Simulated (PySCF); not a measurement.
## Working out the excitation energy of Se

Se [Ar] 3d10 4s2 4p4 (3P) → Se [Ar] 3d10 4s1 4p5 (3P). All numbers are calculated (PySCF 2.14, scalar relativity by spin-free X2C-1e, in x2c-TZVPPall (6s5p4d1f, 48 functions)). Frozen: [Ne]. Energies in hartree (1 hartree = 27.21139 eV):

| part | Se (lower) | Se (upper) |
| --- | --- | --- |
| UHF | -2428.066400 | -2427.634787 |
| CCSD correlation | -0.295758 | -0.353132 |
| (T) | -0.008364 | -0.024918 |

Q: What does Hartree-Fock give?

A: (-2427.634787) − (-2428.066400) = 0.431613 hartree = 11.745 eV.

Q: What do CCSD and CCSD(T) give?

A: The CCSD correlation energies differ by -0.057374 hartree = -1.561 eV and the triples by -0.016554 hartree = -0.450 eV, so CCSD gives 10.184 eV and CCSD(T) 9.734 eV.

The coupled-cluster amplitudes are large, so a single reference is strained.
